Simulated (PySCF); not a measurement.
Te (tellurium, neutral) across methods

[Kr] 4d10 5s2 5p3 6s1, high-spin 5S determinant (an excited configuration). Computed with PySCF 2.14 in aug-cc-pwCVDZ-PP with ECP28MDF (6s5p4d1f, 48 functions), with a scalar-relativistic core potential.

| method | E (hartree) | mean ε 5s β (eV) | mean ε 5p α (eV) | mean ε 6s α (eV) | Σ⟨r²⟩ (bohr²) | ⟨S²⟩ |
| --- | --- | --- | --- | --- | --- | --- |
| BP86 | -267.9105 | -17.234 | -9.553 | -1.871 | 79.69 | 6.001 |
| UHF | -266.82410 | -19.470 | -13.745 | -2.994 | 81.21 | 6.002 |
| r2SCAN | -267.8814 | -16.998 | -9.991 | -1.726 | 80.05 | 6.001 |
| PBE | -267.7758 | -16.969 | -9.463 | -1.720 | 79.74 | 6.001 |
| PBE0 | -267.7938 | -17.938 | -10.720 | -2.124 | 79.91 | 6.001 |
| LDA | -267.3832 | -17.468 | -9.541 | -1.861 | 79.50 | 6.000 |
| M06 | -267.8376 | -18.638 | -10.377 | -1.854 | 80.21 | 6.000 |
| wB97M-V | -267.7536 | -20.251 | -12.826 | -3.255 | 80.14 | 6.001 |

Energies and moments cover only the electrons outside the core potential. The outer electron is Rydberg-like, and this basis confines it to a smaller radius and binds it less than a complete one would.
